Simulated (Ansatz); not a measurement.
`CCCCCCCCCC#N` and `CCCCCCCCC` differ in one atom or group.

Ansatz, PBE0-D4/def2-TZVP geometries, multiplicity 1. Each molecule was computed in one conformer, which needn't be the lowest.

```csv
property,`CCCCCCCCCC#N`
HOMO–LUMO gap (B3LYP/def2-TZVPP) / eV,8.76
HOMO–LUMO gap (ωB97M-V/def2-TZVPP) / eV,13.06
size of the dipole moment (ωB97M-V/def2-TZVPP) / D,4.23
LUMO energy (PBE/def2-TZVPP) / eV,-0.40
HOMO energy (PBE0/def2-TZVPP) / eV,-8.72
LUMO energy (B3LYP/def2-TZVPP) / eV,0.22
```

Task: What does the change do to each property? (Best estimate.)

Result: Computed: 
| property | `CCCCCCCCC` | shift |
| --- | --- | --- |
| HOMO–LUMO gap (B3LYP/def2-TZVPP) / eV | 8.93 | 0.17 |
| HOMO–LUMO gap (ωB97M-V/def2-TZVPP) / eV | 13.11 | 0.05 |
| size of the dipole moment (ωB97M-V/def2-TZVPP) / D | 0.11 | -4.12 |
| LUMO energy (PBE/def2-TZVPP) / eV | 0.25 | 0.65 |
| HOMO energy (PBE0/def2-TZVPP) / eV | -8.37 | 0.35 |
| LUMO energy (B3LYP/def2-TZVPP) / eV | 0.74 | 0.52 |

With PBE0 the HOMO rises by 0.35 eV and the LUMO rises by 0.54 eV, so the gap widens by about 0.19 eV. PBE moves the HOMO by 0.34 eV and ωB97M-V by 0.35 eV. Dipoles are sizes alone; their direction can turn.

B3LYP here is the variant with VWN-RPA as its local correlation; programs differ in this.
